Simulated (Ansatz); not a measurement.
[TaS4]3- (TaS4³⁻), 5 atoms. Hardware: 4 threads of Arm Neoverse V2 on a shared host.

In the def2 sets Ta takes a core potential; there is no spin–orbit coupling. Correlated methods freeze 20 core orbitals; core or outer-core shells of Ta are correlated, in sets that lack core-valence functions. A multiply charged anion in the gas phase is held together partly by the finite basis.

How many basis functions does each of these Ansatz runs have, and roughly what does it cost? PBE0-D4/def2-SVPD, charge -3 singlet, energy, from earlier orbitals; r2SCANh-D4/def2-TZVPD, charge -3 singlet, energy, from earlier orbitals; PBE0-D4/def2-TZVPD, charge -3 singlet, energy, from earlier orbitals; BHLYP-D4/def2-TZVPD, charge -3 singlet, energy, from earlier orbitals; r2SCAN-D4/def2-TZVPD, charge -3 triplet at the geometry of the charge -3 singlet, energy, from earlier orbitals; PBE0-D4/def2-SVP, charge -3 singlet, energy with a search over starts; PBE-D4/def2-TZVPD, charge -3 singlet, energy, from earlier orbitals; r2SCAN-D4/def2-TZVPD, charge -3 singlet, energy and forces, from earlier orbitals; CCSD(T)/def2-SVPD, charge -3 singlet, energy, from earlier orbitals; PBE-D4/def2-TZVPD, charge -3 triplet at the geometry of the charge -3 singlet, energy, from earlier orbitals; PBE-D4/def2-SVPD, charge -3 singlet, energy, from earlier orbitals; PBE-QIDH/def2-TZVPD, charge -3 singlet, energy, from earlier orbitals.

Other jobs shared the machine, so times can vary by a factor of up to 3. A dash marks memory too small to be measured apart from the calling script's.

```tsv
run	functions	fitting or Cholesky vectors	wall time	peak host memory (GiB)
PBE-D4/def2-SVPD, charge -3 singlet, energy, from earlier orbitals	143	1396	1.8 s	–
PBE0-D4/def2-SVP, charge -3 singlet, energy with a search over starts	104	949	2.2 s	–
PBE0-D4/def2-SVPD, charge -3 singlet, energy, from earlier orbitals	143	1300	2.6 s	–
PBE-D4/def2-TZVPD, charge -3 singlet, energy, from earlier orbitals	227	1538	2.8 s	–
BHLYP-D4/def2-TZVPD, charge -3 singlet, energy, from earlier orbitals	227	1853	4.7 s	0.88
PBE0-D4/def2-TZVPD, charge -3 singlet, energy, from earlier orbitals	227	1695	5 s	0.83
r2SCAN-D4/def2-TZVPD, charge -3 singlet, energy and forces, from earlier orbitals	227	1538	8 s	–
PBE-QIDH/def2-TZVPD, charge -3 singlet, energy, from earlier orbitals	227	1485	8 s	0.65
r2SCANh-D4/def2-TZVPD, charge -3 singlet, energy, from earlier orbitals	227	1538	9 s	0.84
CCSD(T)/def2-SVPD, charge -3 singlet, energy, from earlier orbitals	143	1300	22 s	1
PBE-D4/def2-TZVPD, charge -3 triplet at the geometry of the charge -3 singlet, energy, from earlier orbitals	227	1572	43 s	0.8
r2SCAN-D4/def2-TZVPD, charge -3 triplet at the geometry of the charge -3 singlet, energy, from earlier orbitals	227	1558	81 s	0.93
```
